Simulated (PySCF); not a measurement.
Bonds (- single, = double, # triple, : aromatic): C1-C2, C2-C3, C2-C4, C4:N5, N5:N6, N6:C7, C7-Cl8, C7:O9, O9:C4. C1 carries H10, H11, H12; C2 carries H13; C3 carries H14, H15, H16.

- σ from GIAO-PBE0/pcSseg-1
- structure optimised with GFN2-xTB
- program: PySCF 2.14.0 with density-fitted response routines
- a single conformation, no relativistic terms, no solvent model, one averaged value for each set of equivalent atoms

References, each an isolated molecule treated in the same way: 13C (186.93 ppm) and 1H (31.72 ppm) against TMS; 15N (267.73 ppm) against NH3; 35Cl (949.78 ppm) against HCl; 17O (336.08 ppm) vs H2O.

| atoms | nucleus | count | δ (ppm) |
| --- | --- | --- | --- |
| C1/C3 | 13C | 2 | 24.9 |
| C2 | 13C | 1 | 30.8 |
| H13 | 1H | 1 | 2.98 |
| N6 | 15N | 1 | 348.3 |
| Cl8 | 35Cl | 1 | 192 |
| H10/H11/H12/H14/H15/H16 | 1H | 6 | 1.48 |
| O9 | 17O | 1 | ? |
| C4 | 13C | 1 | ? |
| C7 | 13C | 1 | ? |
| N5 | 15N | 1 | 346.7 |

Problem. Complete the table.

Solution. 
- C4: 181.3 ppm, substituted aromatic carbon next to the ring oxygen
- C7: 161.2 ppm, aromatic carbon bearing chlorine
- O9: 341.5 ppm, aromatic ring oxygen

Carbons that carry Cl, above all several Cl atoms, come out too deshielded, partly because spin–orbit coupling is missing. Shifts are as computed. Against solution values, carbons near 30 ppm lie about +3 ppm off and those near 130 ppm about +5 ppm; carbons on Cl a further +6 ppm. Of 1211 compounds with measured shifts, 218 miss one by over three times the rms of a fit or turn the order of signals round; such compounds aren't used in these exercises. Unscaled 17O shifts of doubly bonded oxygen tend to come out too high, by tens of ppm or more. Experimental scales use liquid or dissolved standards, which lie at an offset from isolated NH3 (liquid NH3: subtract about 20 ppm) and H2O (liquid H2O: subtract about 36 ppm). Unscaled 15N shifts of sp2 nitrogen come out 20 to 40 ppm too high even then.
